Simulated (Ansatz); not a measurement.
Reaction (substitution at a C–C bond): `CSC(C)N` + `CN[SiH3]` → `CN(C)[SiH3]` + `CSCN`

Isolated molecules relaxed with PBE0-D4/def2-TZVP in Ansatz; ΔE leaves out vibrations. CCSD(T)/CBS is the MP2 limit (def2-TZVPP, def2-QZVPP) plus CCSD(T) − MP2 in def2-TZVPP, frozen cores. Functionals use def2-TZVPP. B3LYP here is the variant with VWN-RPA as its local correlation; programs differ in this. Each species was taken in one conformer, which may not be the lowest.

```csv
level,ΔE (kJ/mol),difference from CCSD(T)/CBS
PBE-D4,33.7,-6.6
r2SCAN-D4,37.7,-2.6
PBE0-D4,35.6,-4.7
B3LYP-D4,33.5,-6.8
ωB97X-V,35.9,-4.4
ωB97M-V,37.8,-2.5
B2PLYP,36.2,-4.1
PBE,33.8,-6.5
r2SCAN,37.7,-2.6
PBE0,35.7,-4.6
B3LYP,33.6,-6.7
HF/def2-TZVPP,35.4,-4.9
MP2/def2-TZVPP,40.5,0.2
SCS-MP2/def2-TZVPP,38.2,-2.1
CCSD/def2-TZVPP,37.8,-2.5
CCSD(T)/def2-TZVPP,38.1,-2.2
HF/def2-QZVPP,35.2,-5.1
MP2/def2-QZVPP,41.7,1.4
SCS-MP2/def2-QZVPP,39.4,-0.9
HF/CBS(def2),35.2,-5.1
MP2/CBS(def2),42.7,2.4
CCSD/CBS(def2),39.9,-0.4
CCSD(T)/CBS,40.3,0
```

Largest T1 diagnostic among the species: 0.010.
